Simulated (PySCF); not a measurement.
benzobisthiadiazole (C6H2N4S2), SMILES c1c2c(cc3nsnc13)N=S=N2.

Coordinates come from a B3LYP-D3(BJ)/def2-SVP optimisation.

Calculation: HF/def2-SVP run with PySCF.

Gas-phase values at a fixed geometry.

```yaml
total_energy: -1240.50149 hartree
point_group: D2h
highest_occupied_level: -8.02 eV
lowest_empty_level: -1.09 eV
orbital_gap: 6.92 eV
dipole_moment: 0.00 D
quadrupole, principal values (traceless, Buckingham form, about the centre of nuclear charge): -9.88, -0.80, 10.68 D·Å
mean_static_polarisability: 135.7 bohr³ (20.11 Å³)
polarisability_principal_values: 51.6, 136.4, 219.2 bohr³
```
